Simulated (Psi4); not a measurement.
C4H12Sn (SMILES C[CH2][SnH]([CH3])[CH3]), singlet, at a GFN2-xTB geometry (such geometries of metal compounds can be far from the true shape) (core potentials on Sn); PBE/def2-TZVP (Psi4 1.11).

Psi4 was given this input:
```
memory 2 GB

molecule mol {
0 1
Sn   -0.279739   -0.004565    0.254602
C    -0.993826   -1.691861   -0.933374
C    -1.711228    1.642286    0.151048
C     1.721361    0.632405   -0.404648
C     2.760202   -0.470314   -0.363449
H    -0.182210   -0.519019    1.872095
H    -1.025551   -1.416592   -1.982050
H    -0.340400   -2.548970   -0.821160
H    -1.991450   -1.978233   -0.622800
H    -1.818060    1.975746   -0.874975
H    -1.382366    2.480564    0.752945
H    -2.681227    1.321418    0.510331
H     1.626398    1.014602   -1.420395
H     2.039496    1.463101    0.222404
H     2.482177   -1.295070   -1.014456
H     2.876784   -0.857890    0.645010
H     3.724295   -0.086495   -0.694522
}

set {
  basis def2-tzvp
  reference rks
}

energy('pbe')
print_variables()
```

The log (banner, timings and long lists left out):

```
   => Loading Basis Set <=

    Name: DEF2-TZVP
    Role: ORBITAL
    Keyword: BASIS

    !!!  WARNING: ECP capability is in beta. Please check occupations closely.  !!!

         ---------------------------------------------------------
                                   SCF
               by Justin Turney, Rob Parrish, Andy Simmonett
                          and Daniel G. A. Smith
                              RKS Reference
         ---------------------------------------------------------

  ==> Geometry <==

    Molecular point group: c1
    Full point group: C1

    Geometry (in Angstrom), charge = 0, multiplicity = 1:

       Center              X                  Y                   Z               Mass
    ------------   -----------------  -----------------  -----------------  -----------------
         SN          -0.230464115338    -0.006523397564     0.207557256390   119.902201630000
         C           -0.944551115338    -1.693819397564    -0.980418743610    12.000000000000
         C           -1.661953115338     1.640327602436     0.104003256390    12.000000000000
         C            1.770635884662     0.630446602436    -0.451692743610    12.000000000000
         C            2.809476884662    -0.472272397564    -0.410493743610    12.000000000000
         H           -0.132935115338    -0.520977397564     1.825050256390     1.007825032230
         H           -0.976276115338    -1.418550397564    -2.029094743610     1.007825032230
         H           -0.291125115338    -2.550928397564    -0.868204743610     1.007825032230
         H           -1.942175115338    -1.980191397564    -0.669844743610     1.007825032230
         H           -1.768785115338     1.973787602436    -0.922019743610     1.007825032230
         H           -1.333091115338     2.478605602436     0.705900256390     1.007825032230
         H           -2.631952115338     1.319459602436     0.463286256390     1.007825032230
         H            1.675672884662     1.012643602436    -1.467439743610     1.007825032230
         H            2.088770884662     1.461142602436     0.175359256390     1.007825032230
         H            2.531451884662    -1.297028397564    -1.061500743610     1.007825032230
         H            2.926058884662    -0.859848397564     0.597965256390     1.007825032230
         H            3.773569884662    -0.088453397564    -0.741566743610     1.007825032230

  Running in c1 symmetry.

  Rotational constants: A =      0.12647  B =      0.06273  C =      0.04808 [cm^-1]
  Rotational constants: A =   3791.47246  B =   1880.48046  C =   1441.27046 [MHz]
  Nuclear repulsion =  280.083222492247501

  Charge       = 0
  Multiplicity = 1
  Electrons    = 58
  Nalpha       = 29
  Nbeta        = 29

  ==> Algorithm <==

  SCF Algorithm Type is DF.
  DIIS enabled.
  MOM disabled.
  Fractional occupation disabled.
  Guess Type is SAD.
  Energy threshold   = 1.00e-06
  Density threshold  = 1.00e-06
  Integral threshold = 1.00e-12

  ==> Primary Basis <==

  Basis Set: DEF2-TZVP
    Blend: DEF2-TZVP
    Number of shells: 108
    Number of basis functions: 246
    Number of Cartesian functions: 275
    Spherical Harmonics?: true
    Max angular momentum: 3

  Core potential: DEF2-TZVP
    Number of shells: 4
    Number of ECP primitives: 18
    Number of ECP core electrons: 28
    Max angular momentum: 3

  ==> DFT Potential <==

   => LibXC <=

    Version 7.1.2
    S. Lehtola, C. Steigemann, M. J. T. Oliveira, and M. A. L. Marques,  SoftwareX 7, 1–5 (2018) (10.1016/j.softx.2017.11.002)

   => Composite Functional: PBE <=

    PBE GGA Exchange-Correlation Functional

    J.P. Perdew et. al., Phys. Rev. Lett., 77(18), 3865-3868, 1996

    Deriv               =              1
    GGA                 =           TRUE
    Meta                =          FALSE

    Exchange Hybrid     =          FALSE
    MP2 Hybrid          =          FALSE

   => Exchange Functionals <=

    1.0000     XC_GGA_X_PBE

   => Correlation Functionals <=

    1.0000     XC_GGA_C_PBE

   => LibXC Density Thresholds  <==

    XC_GGA_C_PBE:  1.00E-12
    XC_GGA_X_PBE:  1.00E-15

   => Molecular Quadrature <=

    Radial Scheme          =       TREUTLER
    Pruning Scheme         =           NONE
    Nuclear Scheme         =       TREUTLER

    Blocking Scheme        =         OCTREE
    BS radius alpha        =              1
    Pruning alpha          =              1
    Radial Points          =             75
    Spherical Points       =            302
    Total Points           =         363998
    Total Blocks           =           2687
    Max Points             =            256
    Max Functions          =            235
    Weights Tolerance      =       1.00E-15

   => Loading Basis Set <=

    Name: (DEF2-TZVP AUX)
    Role: JKFIT
    Keyword: DF_BASIS_SCF

  ==> Integral Setup <==

  SCF_SUBTYPE=INCORE selected. In-core MEM_DF algorithm will be used.
  Using in-core AOs.

  ==> MemDFJK: Density-Fitted J/K Matrices <==

    J tasked:                   Yes
    K tasked:                    No
    wK tasked:                   No
    Algorithm:                 Core
    Schwarz Cutoff:           1E-12
    Mask sparsity (%):       6.6858
    Fitting Condition:        1E-10

   => Auxiliary Basis Set <=

  Basis Set: (DEF2-TZVP AUX)
    Blend: DEF2-UNIVERSAL-JKFIT
    Number of shells: 218
    Number of basis functions: 734
    Number of Cartesian functions: 905
    Spherical Harmonics?: true
    Max angular momentum: 5

  Minimum eigenvalue in the overlap matrix is 3.9324377513E-04.
  Reciprocal condition number of the overlap matrix is 4.6959644931E-05.
    Using symmetric orthogonalization.

  ==> Pre-Iterations <==

  SCF Guess: Superposition of Atomic Densities via on-the-fly atomic UHF (no occupation information).

 WARNING: Atomic UHF is not converging! Try casting from a smaller basis or call Rob at CCMST.
   -------------------------
    Irrep   Nso     Nmo
   -------------------------
     A        246     246
   -------------------------
    Total     246     246
   -------------------------

  ==> Iterations <==

                           Total Energy        Delta E     RMS |[F,P]|

   @DF-RKS iter SAD:  -371.88046437972304   -3.71880e+02   0.00000e+00
   @DF-RKS iter   1:  -372.34319674963683   -4.62732e-01   6.81633e-03 ADIIS/DIIS
   @DF-RKS iter   2:  -369.82058944027733    2.52261e+00   9.92038e-03 ADIIS/DIIS
   @DF-RKS iter   3:  -373.68733942218512   -3.86675e+00   1.40492e-03 ADIIS/DIIS
   @DF-RKS iter   4:  -373.71390237494313   -2.65630e-02   1.06478e-03 ADIIS/DIIS
   @DF-RKS iter   5:  -373.74522584852900   -3.13235e-02   3.70386e-04 ADIIS/DIIS
   @DF-RKS iter   6:  -373.74946045241484   -4.23460e-03   5.78704e-05 DIIS
   @DF-RKS iter   7:  -373.74955526620835   -9.48138e-05   1.82906e-05 DIIS
   @DF-RKS iter   8:  -373.74956486376158   -9.59755e-06   6.60683e-06 DIIS
   @DF-RKS iter   9:  -373.74956610440762   -1.24065e-06   1.01091e-06 DIIS
   @DF-RKS iter  10:  -373.74956613255165   -2.81440e-08   2.75855e-07 DIIS
  Energy and wave function converged.

  ==> Post-Iterations <==

   Electrons on quadrature grid:
      Ntotal   =   58.0000946195 ; deviation = 9.462e-05

    Orbital Energies [Eh]
    ---------------------

    Doubly Occupied:

[...]
    Virtual:

[...]
     246A    113.600674

    Final Occupation by Irrep:
              A
    DOCC [    29 ]
    NA   [    29 ]
    NB   [    29 ]

  @DF-RKS Final Energy:  -373.74956613255165

   => Energetics <=

    Nuclear Repulsion Energy =            280.0832224922475007
    One-Electron Energy =               -1146.4968763165993551
    Two-Electron Energy =                 536.6821517301382301
    DFT Exchange-Correlation Energy =     -44.0180640383380535
    Empirical Dispersion Energy =           0.0000000000000000
    VV10 Nonlocal Energy =                  0.0000000000000000
    Total Energy =                       -373.7495661325516494

Computation Completed

Properties will be evaluated at   0.000000,   0.000000,   0.000000 [a0]

Properties computed using the SCF density matrix

 Multipole Moments:

 ------------------------------------------------------------------------------------
     Multipole            Electronic (a.u.)      Nuclear  (a.u.)        Total (a.u.)
 ------------------------------------------------------------------------------------

 L = 1.  Multiply by 2.5417464519 to convert [e a0] to [Debye]
 Dipole X            :        -20.1460697           20.2023539            0.0562842
 Dipole Y            :          0.0762197            0.0269115            0.1031312
 Dipole Z            :         18.3818508          -18.6279037           -0.2460529
 Magnitude           :                                                    0.2726646

 ------------------------------------------------------------------------------------

  Variable Map:
  ----------------------------------------------------------------------------
[...]
  Array Variable Map:
  ----------------------------------------------------------------------------
[...]
[...]
```
